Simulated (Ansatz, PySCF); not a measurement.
This singlet lies 2.69 eV below the relaxed triplet at the level frozen-core CCSD(T)/cc-pVTZ // B3LYP-D3(BJ)/def2-TZVP (Ansatz, a program for electronic structure).

B3LYP has the VWN-RPA correlation part, as in Gaussian. 

H₃GeNO, SMILES `[NH2][Ge][OH]` (lower singlet) (charge 0, multiplicity 1)

These are PySCF with B3LYP-D3(BJ)/def2-TZVP values and carry that method's errors.

```
Property                                       Result
-------------  --------------------------------------
HOMO                                         -7.24 eV
dipole moment                                  2.58 D
HOMO–LUMO gap                                 5.91 eV
LUMO                                         -1.33 eV
total energy                             -60108.40 eV
cost           about 24 core-seconds (a rough figure)
```

```xyz
6

N     -0.9769     0.0119     0.0128
Ge     0.3498    -0.7622     1.0308
O      1.7986    -0.1456     0.1440
H     -1.9525    -0.1213     0.2334
H     -0.8541     0.6012    -0.7989
H      1.6351     0.4160    -0.6221
```
